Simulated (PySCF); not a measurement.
**Ru⁺: excitation energy**

Ru⁺ [Kr] 4d7 (4F) → Ru⁺ [Kr] 4d6 5s1 (6D), as a difference of total energies. Calculation: PySCF 2.14, in x2c-TZVPPall; the spin-free X2C one-electron Hamiltonian (Gaussian nucleus). Correlated levels: valence and next inner shell: [Ar] 3d10 frozen. The calculations carry no spin-orbit coupling.

```csv
method,excitation energy (eV)
UHF,0.364
MP2 (valence and next inner shell),0.844
SCS-MP2 (valence and next inner shell),1.148
CCSD (valence and next inner shell),0.840
CCSD(T) (valence and next inner shell),0.865
```

Problem. How much does correlation contribute at CCSD(T) (valence and next inner shell)?

Solution. 0.865 − (0.364) = 0.501 eV, measured against UHF.

Errors of the correlated levels include the incompleteness of this basis and the frozen core.

The basis was made for the ground configuration and has no added diffuse functions, so the excitation energy can come out too high.

For comparison: 1.090 eV (measured; NIST levels, between the centres of gravity of the two terms).
